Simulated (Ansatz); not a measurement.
Ansatz (a quantum-chemistry and plane-wave program) input (HF/6-31G*):

Ansatz 0.2 input:
```yaml
crystal:
  periodic: [false, false, false]
  atoms:
    - {symbol: O, position_ang: [-0.58913992, 1.35210415, 0.80016413]}
    - {symbol: B, position_ang: [-0.45636128, 0.16163255, 0.18002771]}
    - {symbol: O, position_ang: [-1.57706872, -0.58021542, 0.05669068]}
    - {symbol: P, position_ang: [1.25404238, -0.53256788, -0.53860203]}
    - {symbol: H, position_ang: [0.20516800, 1.85689589, 0.87715411]}
    - {symbol: H, position_ang: [-1.46941219, -1.41162935, -0.37966965]}
    - {symbol: H, position_ang: [2.06508411, 0.55997910, -0.17343096]}
basis:
  gaussian:
    orbitals: 6-31G*
hamiltonian:
  xc: {name: HF}
magnetization: {spin_polarized: true, initial_magnetization: 1}
phonons: {temperatures: {t_min: 298.15, t_max: 298.15, t_step: 100}}
```

Output:

```
Functional definition: HF
integrals: 0.02 GiB planned
714 factors; integrals over basis functions are off by at most 4.4e-4 eV
mean field: 0.24 GiB planned
mean field evaluation 1: about -14063.4455 eV, gradient 2.9e1 eV
mean field evaluation 2: about -14063.4956 eV, gradient 2.9e1 eV
mean field evaluation 4: about -14066.9860 eV, gradient 2.3e0 eV
mean field evaluation 8: about -14067.0395 eV, gradient 2.1e-1 eV
mean field -14067.04050139 eV, -516.9542034434 hartree, gradient 3.4e-5 eV, S^2 0.761949; 0 other end points of the search recorded, 0 dependent functions left out
the calculation of the forces begins
reference -14067.04050139 eV, -516.9542034434 hartree; 20, 19 occupied and 50, 51 virtual orbitals, 714 factors
these checks for a lower state are left out or cut short: stability, starts, cluster_reference, orbital_swaps, neighbouring_geometries, increment
integrals: 0.02 GiB planned
714 factors; integrals over basis functions are off by at most 4.4e-4 eV
mean field: 0.24 GiB planned
mean field evaluation 16: about -14067.0402 eV, gradient 1.2e-1 eV
mean field -14067.04030771 eV, -516.9541963258 hartree, gradient 3.4e-6 eV, S^2 0.761949; 0 other end points of the search recorded, 0 dependent functions left out
the calculation of the forces begins
reference -14067.04030771 eV, -516.9541963258 hartree; 20, 19 occupied and 50, 51 virtual orbitals, 714 factors
these checks for a lower state are left out or cut short: stability, starts, cluster_reference, orbital_swaps, neighbouring_geometries, increment
integrals: 0.02 GiB planned
714 factors; integrals over basis functions are off by at most 4.4e-4 eV
mean field: 0.24 GiB planned
mean field -14067.04030050 eV, -516.9541960612 hartree, gradient 3.5e-6 eV, S^2 0.761951; 0 other end points of the search recorded, 0 dependent functions left out
the calculation of the forces begins
reference -14067.04030050 eV, -516.9541960612 hartree; 20, 19 occupied and 50, 51 virtual orbitals, 714 factors
these checks for a lower state are left out or cut short: stability, starts, cluster_reference, orbital_swaps, neighbouring_geometries, increment
integrals: 0.02 GiB planned
714 factors; integrals over basis functions are off by at most 4.4e-4 eV
mean field: 0.24 GiB planned
mean field evaluation 32: about -14067.0404 eV, gradient 1.7e-4 eV
mean field -14067.04041691 eV, -516.9542003389 hartree, gradient 2.3e-6 eV, S^2 0.761949; 0 other end points of the search recorded, 0 dependent functions left out
the calculation of the forces begins
reference -14067.04041691 eV, -516.9542003389 hartree; 20, 19 occupied and 50, 51 virtual orbitals, 714 factors
these checks for a lower state are left out or cut short: stability, starts, cluster_reference, orbital_swaps, neighbouring_geometries, increment
integrals: 0.02 GiB planned
714 factors; integrals over basis functions are off by at most 4.4e-4 eV
mean field: 0.24 GiB planned
mean field -14067.04040885 eV, -516.9542000427 hartree, gradient 1.7e-6 eV, S^2 0.761950; 0 other end points of the search recorded, 0 dependent functions left out
the calculation of the forces begins
reference -14067.04040885 eV, -516.9542000427 hartree; 20, 19 occupied and 50, 51 virtual orbitals, 714 factors
these checks for a lower state are left out or cut short: stability, starts, cluster_reference, orbital_swaps, neighbouring_geometries, increment
integrals: 0.02 GiB planned
714 factors; integrals over basis functions are off by at most 4.4e-4 eV
mean field: 0.24 GiB planned
mean field -14067.04030310 eV, -516.9541961566 hartree, gradient 3.1e-6 eV, S^2 0.761958; 0 other end points of the search recorded, 0 dependent functions left out
the calculation of the forces begins
reference -14067.04030310 eV, -516.9541961566 hartree; 20, 19 occupied and 50, 51 virtual orbitals, 714 factors
these checks for a lower state are left out or cut short: stability, starts, cluster_reference, orbital_swaps, neighbouring_geometries, increment
integrals: 0.02 GiB planned
714 factors; integrals over basis functions are off by at most 4.4e-4 eV
mean field: 0.24 GiB planned
mean field -14067.04029827 eV, -516.9541959789 hartree, gradient 2.7e-6 eV, S^2 0.761941; 0 other end points of the search recorded, 0 dependent functions left out
the calculation of the forces begins
reference -14067.04029827 eV, -516.9541959789 hartree; 20, 19 occupied and 50, 51 virtual orbitals, 714 factors
these checks for a lower state are left out or cut short: stability, starts, cluster_reference, orbital_swaps, neighbouring_geometries, increment
integrals: 0.02 GiB planned
714 factors; integrals over basis functions are off by at most 4.4e-4 eV
mean field: 0.24 GiB planned
mean field -14067.04040821 eV, -516.9542000194 hartree, gradient 3.1e-6 eV, S^2 0.761945; 0 other end points of the search recorded, 0 dependent functions left out
[...]
mean field -14067.04046850 eV, -516.9542022349 hartree, gradient 2.3e-6 eV, S^2 0.761943; 0 other end points of the search recorded, 0 dependent functions left out
the calculation of the forces begins
reference -14067.04046850 eV, -516.9542022349 hartree; 20, 19 occupied and 50, 51 virtual orbitals, 714 factors
these checks for a lower state are left out or cut short: stability, starts, cluster_reference, orbital_swaps, neighbouring_geometries, increment
integrals: 0.02 GiB planned
714 factors; integrals over basis functions are off by at most 4.4e-4 eV
mean field: 0.24 GiB planned
mean field -14067.04043390 eV, -516.9542009632 hartree, gradient 2.3e-6 eV, S^2 0.761949; 0 other end points of the search recorded, 0 dependent functions left out
the calculation of the forces begins
reference -14067.04043390 eV, -516.9542009632 hartree; 20, 19 occupied and 50, 51 virtual orbitals, 714 factors
these checks for a lower state are left out or cut short: stability, starts, cluster_reference, orbital_swaps, neighbouring_geometries, increment
integrals: 0.02 GiB planned
714 factors; integrals over basis functions are off by at most 4.4e-4 eV
mean field: 0.24 GiB planned
mean field evaluation 128: about -14067.0404 eV, gradient 2.7e-5 eV
mean field -14067.04044383 eV, -516.9542013284 hartree, gradient 2.7e-6 eV, S^2 0.761950; 0 other end points of the search recorded, 0 dependent functions left out
the calculation of the forces begins
reference -14067.04044383 eV, -516.9542013284 hartree; 20, 19 occupied and 50, 51 virtual orbitals, 714 factors
these checks for a lower state are left out or cut short: stability, starts, cluster_reference, orbital_swaps, neighbouring_geometries, increment
integrals: 0.02 GiB planned
714 factors; integrals over basis functions are off by at most 4.4e-4 eV
mean field: 0.24 GiB planned
mean field -14067.04042779 eV, -516.9542007388 hartree, gradient 3.0e-6 eV, S^2 0.761950; 0 other end points of the search recorded, 0 dependent functions left out
the calculation of the forces begins
reference -14067.04042779 eV, -516.9542007388 hartree; 20, 19 occupied and 50, 51 virtual orbitals, 714 factors
these checks for a lower state are left out or cut short: stability, starts, cluster_reference, orbital_swaps, neighbouring_geometries, increment
integrals: 0.02 GiB planned
714 factors; integrals over basis functions are off by at most 4.4e-4 eV
mean field: 0.24 GiB planned
mean field -14067.04043235 eV, -516.9542009065 hartree, gradient 2.2e-6 eV, S^2 0.761949; 0 other end points of the search recorded, 0 dependent functions left out
the calculation of the forces begins
reference -14067.04043235 eV, -516.9542009065 hartree; 20, 19 occupied and 50, 51 virtual orbitals, 714 factors
these checks for a lower state are left out or cut short: stability, starts, cluster_reference, orbital_swaps, neighbouring_geometries, increment
integrals: 0.02 GiB planned
714 factors; integrals over basis functions are off by at most 4.4e-4 eV
mean field: 0.24 GiB planned
mean field -14067.04031434 eV, -516.9541965697 hartree, gradient 2.2e-6 eV, S^2 0.761949; 0 other end points of the search recorded, 0 dependent functions left out
the calculation of the forces begins
reference -14067.04031434 eV, -516.9541965697 hartree; 20, 19 occupied and 50, 51 virtual orbitals, 714 factors
these checks for a lower state are left out or cut short: stability, starts, cluster_reference, orbital_swaps, neighbouring_geometries, increment
integrals: 0.02 GiB planned
714 factors; integrals over basis functions are off by at most 4.4e-4 eV
mean field: 0.24 GiB planned
mean field -14067.04031591 eV, -516.9541966274 hartree, gradient 2.7e-6 eV, S^2 0.761950; 0 other end points of the search recorded, 0 dependent functions left out
the calculation of the forces begins
reference -14067.04031591 eV, -516.9541966274 hartree; 20, 19 occupied and 50, 51 virtual orbitals, 714 factors
these checks for a lower state are left out or cut short: stability, starts, cluster_reference, orbital_swaps, neighbouring_geometries, increment
integrals: 0.02 GiB planned
714 factors; integrals over basis functions are off by at most 4.4e-4 eV
mean field: 0.24 GiB planned
mean field evaluation 160: about -14067.0405 eV, gradient 5.9e-2 eV
mean field -14067.04049187 eV, -516.9542030937 hartree, gradient 2.6e-6 eV, S^2 0.761950; 0 other end points of the search recorded, 0 dependent functions left out
the calculation of the forces begins
reference -14067.04049187 eV, -516.9542030937 hartree; 20, 19 occupied and 50, 51 virtual orbitals, 714 factors
these checks for a lower state are left out or cut short: stability, starts, cluster_reference, orbital_swaps, neighbouring_geometries, increment
integrals: 0.02 GiB planned
714 factors; integrals over basis functions are off by at most 4.4e-4 eV
mean field: 0.24 GiB planned
mean field -14067.04049320 eV, -516.9542031424 hartree, gradient 2.6e-6 eV, S^2 0.761949; 0 other end points of the search recorded, 0 dependent functions left out
the calculation of the forces begins
reference -14067.04049320 eV, -516.9542031424 hartree; 20, 19 occupied and 50, 51 virtual orbitals, 714 factors
these checks for a lower state are left out or cut short: stability, starts, cluster_reference, orbital_swaps, neighbouring_geometries, increment
integrals: 0.02 GiB planned
714 factors; integrals over basis functions are off by at most 4.4e-4 eV
mean field: 0.24 GiB planned
mean field -14067.04045050 eV, -516.9542015735 hartree, gradient 1.9e-6 eV, S^2 0.761953; 0 other end points of the search recorded, 0 dependent functions left out
the calculation of the forces begins
reference -14067.04045050 eV, -516.9542015735 hartree; 20, 19 occupied and 50, 51 virtual orbitals, 714 factors
these checks for a lower state are left out or cut short: stability, starts, cluster_reference, orbital_swaps, neighbouring_geometries, increment
integrals: 0.02 GiB planned
714 factors; integrals over basis functions are off by at most 4.4e-4 eV
mean field: 0.24 GiB planned
mean field -14067.04045219 eV, -516.9542016354 hartree, gradient 1.7e-6 eV, S^2 0.761946; 0 other end points of the search recorded, 0 dependent functions left out
the calculation of the forces begins
reference -14067.04045219 eV, -516.9542016354 hartree; 20, 19 occupied and 50, 51 virtual orbitals, 714 factors
these checks for a lower state are left out or cut short: stability, starts, cluster_reference, orbital_swaps, neighbouring_geometries, increment
integrals: 0.02 GiB planned
714 factors; integrals over basis functions are off by at most 4.4e-4 eV
mean field: 0.24 GiB planned
mean field -14067.04048519 eV, -516.9542028483 hartree, gradient 2.3e-6 eV, S^2 0.761947; 0 other end points of the search recorded, 0 dependent functions left out
the calculation of the forces begins
reference -14067.04048519 eV, -516.9542028483 hartree; 20, 19 occupied and 50, 51 virtual orbitals, 714 factors
these checks for a lower state are left out or cut short: stability, starts, cluster_reference, orbital_swaps, neighbouring_geometries, increment
integrals: 0.02 GiB planned
714 factors; integrals over basis functions are off by at most 4.4e-4 eV
mean field: 0.24 GiB planned
mean field evaluation 192: about -14067.0405 eV, gradient 3.2e-2 eV
mean field -14067.04048627 eV, -516.9542028879 hartree, gradient 2.3e-6 eV, S^2 0.761952; 0 other end points of the search recorded, 0 dependent functions left out
the calculation of the forces begins
reference -14067.04048627 eV, -516.9542028879 hartree; 20, 19 occupied and 50, 51 virtual orbitals, 714 factors
Total energy: -14067.04050139 eV, -516.9542034434 hartree
Atom 0 at    -0.589140     1.352104     0.800164 Å, force     0.002251     0.001221     0.000114 eV/Å
Atom 1 at    -0.456361     0.161633     0.180028 Å, force     0.000247     0.001110     0.000497 eV/Å
Atom 2 at    -1.577069    -0.580215     0.056691 Å, force    -0.000676    -0.001408    -0.000551 eV/Å
Atom 3 at     1.254042    -0.532568    -0.538602 Å, force     0.000104     0.001275     0.000610 eV/Å
Atom 4 at     0.205168     1.856896     0.877154 Å, force    -0.001292    -0.001886    -0.000654 eV/Å
Atom 5 at    -1.469412    -1.411629    -0.379670 Å, force    -0.000345     0.000061     0.000106 eV/Å
Atom 6 at     2.065084     0.559979    -0.173431 Å, force    -0.000289    -0.000373    -0.000122 eV/Å
Dipole moment:     0.326055     0.019704    -0.061500 e Å
Vibrations: 101.88 287.79 397.04 499.96 534.81 587.15 635.40 853.39 1072.28 1093.47 1368.41 1529.30 2557.21 4150.79 4165.30 cm⁻¹, zero-point energy 1.229564 eV
```

The blocks after the first are displaced geometries, from whose forces the wavenumbers follow.
